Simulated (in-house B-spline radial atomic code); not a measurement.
**Ga6+: [Ar] 3d7**

Level of theory: non-relativistic wB97X, spin-polarised, spherical fractional occupations, point nucleus; calculated with a B-spline radial code for spherical atoms.

Effective charges: Z_r = [3n² - l(l+1)]/(2<r>) from the radius, Z_e = n√(-2ε) from the energy, and Slater's rules. Values are occupation-weighted means over spin.

```csv
shell,electrons,ε (eV),<r> (bohr),Z_r,Z_e,Slater
1s,2,-10251,0.04942,30.35,27.45,30.70
2s,2,-1370.3,0.2213,27.12,20.07,26.85
2p,6,-1227.3,0.1921,26.03,19.00,26.85
3s,2,-264.73,0.6435,20.98,13.23,19.75
3p,6,-217.26,0.6542,19.11,11.99,19.75
3d,7,-134.73,0.6727,15.61,9.44,10.90
```

The least bound orbital is 3d down at -125.7 eV, and it is also the most diffuse (<r> = 0.6833 bohr).

Caution: exact exchange at fractional occupations of open shells leaves self-interaction of up to several eV.
